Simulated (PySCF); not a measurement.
## Worked example: chemical shift, span and skew from a shielding tensor

Al(H)(OH)(SMe) (CH₅AlOS), SMILES C[S][AlH][OH]. Atoms are numbered in the order given.

```xyz
9

Al    -0.5829     1.0545     0.0000
H     -1.8981     1.9293     0.0000
O      0.9899     1.7149     0.0000
H      1.2259     2.6431     0.0000
S     -0.6705    -1.1125     0.0000
C      1.1106    -1.5443     0.0000
H      1.7438    -0.6473     0.0000
H      1.3254    -2.1437    -0.8947
H      1.3254    -2.1437     0.8947
```

Geometry: PBE0-D3(BJ)/def2-SVP. The values are those of a single conformer.

GIAO shieldings from PySCF with B3LYP/pcSseg-1, non-relativistic, no solvent. The symmetric part of the tensor of C6 has the principal values 155.4, 165.6, 184.8 ppm. The same nucleus in TMS has σ = 181.3 ppm at this level (PySCF, at its B3LYP-D3(BJ)/def2-TZVP geometry).

**Question.** Work out the isotropic shielding, the ¹³C shift against TMS, the span and the skew.

**Answer.** 
σ(iso) = (σ11 + σ22 + σ33)/3 = 168.6 ppm. δ = σ(ref) − σ(iso) = 181.3 − (168.6) = 12.7 ppm.
Span Ω = σ33 − σ11 = 29.4 ppm. Skew κ = 3(σ(iso) − σ22)/Ω = 0.31. Tumbling in solution averages the tensor to δ; in a static solid the shielding alone would spread this spin-1/2 line over Ω.
